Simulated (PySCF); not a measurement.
Two species compared at the same levels of theory.

First species: C₄H₉ClO₂Si₂.
Z-matrix (Å and degrees, GFN2-xTB geometry), rows numbered from 1:
```
O 
C   1  1.1967
O   2  1.3168  1  127.00
C   3  1.4349  2  117.21  1    -0.16
Si  4  1.9292  3  109.07  2  -159.47
Si  5  2.3240  4   91.77  3  -151.35
C   6  1.9244  5   93.46  4     1.72
C   7  1.5172  6  108.16  5    26.38
Cl  8  1.7941  4  107.59  3    58.61
H   2  1.1041  1  124.22  3  -179.15
H   4  1.0971  3  107.73  2   -36.83
H   5  1.4685  4  106.75  3    87.29
H   5  1.4606  4  107.43  3   -27.86
H   6  1.4645  5  118.39  4   116.68
H   6  1.4688  5  118.16  4  -110.97
H   7  1.0912  6  111.12  5   -92.21
H   7  1.0890  6  112.84  5   147.67
H   8  1.0947  4  111.44  3   -57.12
```

Second species: C₅H₁₅NSi.
SMILES with atom numbers: `[CH3:1][CH2:2][Si@@H:3]([CH3:4])[N:5]([CH3:6])[CH3:7]` (hydrogens: H8, H9, H10 on C1; H11, H12 on C2; H13 on Si3; H14, H15, H16 on C4; H17, H18, H19 on C6; H20, H21, H22 on C7)

Levels: PBE0/pcSseg-1 for HOMO energy, LUMO energy and HOMO–LUMO gap. Geometries: GFN2-xTB. Each species is one conformer at its optimised geometry, gas phase, non-relativistic unless stated. Electronic properties by PySCF.

Dipoles, sizes and rotational constants follow the conformer. The torsions of the flexible species, by atom-mapped SMILES:
- `[CH3:1][CH2:2][Si@@H:3]([CH3:4])[N:5]([CH3:6])[CH3:7]`: C1–C2–Si3–C4 -62°, C2–Si3–N5–C6 -162°

The conformers of `O=CO[C@@H]1[SiH2][SiH2]C[C@@H]1Cl` aren't listed.

Values for the first species:

| Property | Result |
| --- | --- |
| HOMO energy | -8.04 eV |
| LUMO energy | -0.34 eV |
| HOMO–LUMO gap | 7.70 eV |

Problem. Estimate the same properties for the second species, and the change in each.

Solution. 
| property | first | second | second less first |
| --- | --- | --- | --- |
| HOMO energy | -8.04 eV | -6.14 eV | +1.90 eV |
| LUMO energy | -0.34 eV | 1.24 eV | +1.58 eV |
| HOMO–LUMO gap | 7.70 eV | 7.38 eV | -0.32 eV |

